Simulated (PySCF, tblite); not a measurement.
Isomers of [C7H13FP]+ (charge +1), one GFN2-xTB conformer each. Single-point energies are computed at PBE0/pcSseg-1 (PySCF, gas phase, no added dispersion term), electronic only.

Question: Rank them by PBE0/pcSseg-1 energy, lowest first (kJ/mol).
A. `[CH3:1][CH2:2][P+:3]1([CH2:4][CH3:5])[C:6]([CH3:7])=[C:8]1[F:9]` (charge +1) with C1–C2–P3–C4 -61°, C2–P3–C4–C5 177°
B. `[CH3:1][CH2:2][P@+:3]1([CH3:4])[CH2:5][CH:6]=[C:7]([F:8])[CH2:9]1` (charge +1) with C1–C2–P3–C4 -57°, C2–P3–C5–C6 -128°, P3–C5–C6–C7 8°, C6–C7–C9–P3 -7°, C2–P3–C9–C7 128°
C. `C[P@@H+]1C(F)=C1C(C)(C)C`

Answer: B (0.0), A (189.1), C (240.1).

As drawn, the highest has a three-membered ring and a quaternary carbon, which the lowest lacks. GFN2-xTB itself gives, in the same order: 0.0, 227.2, 240.9. Both levels put the same isomer lowest; measured from each level's own lowest isomer, the values differ by up to 38.1 kJ/mol (CC[P+]1(CC)C(C)=C1F: 227.2 against 189.1).

Question: Which frontier levels and rotational constants go with these structures?

Answer: 
```csv
SMILES,"HOMO (eV, PBE0/pcSseg-1)",LUMO (eV),"A, B, C (MHz)"
CC[P@+]1(C)CC=C(F)C1,-11.51,-3.93,"2322, 879.5, 808.6"
CC[P+]1(CC)C(C)=C1F,-12.62,-5.21,"1390, 1034, 869.7"
C[P@@H+]1C(F)=C1C(C)(C)C,-12.91,-5.84,"1724, 995.2, 778.5"
```

Question: What happens when harmonic zero-point energies from GFN2-xTB frequencies are added?

Answer: 
| SMILES | ZPE (kJ/mol) | electronic (kJ/mol) | with ZPE (kJ/mol) |
| --- | --- | --- | --- |
| CC[P@+]1(C)CC=C(F)C1 | 473.3 | 0.0 | 0.0 |
| CC[P+]1(CC)C(C)=C1F | 470.7 | 189.1 | 186.5 |
| C[P@@H+]1C(F)=C1C(C)(C)C | 466.9 | 240.1 | 233.7 |

The zero-point energies span 6.4 kJ/mol. The order is unchanged.
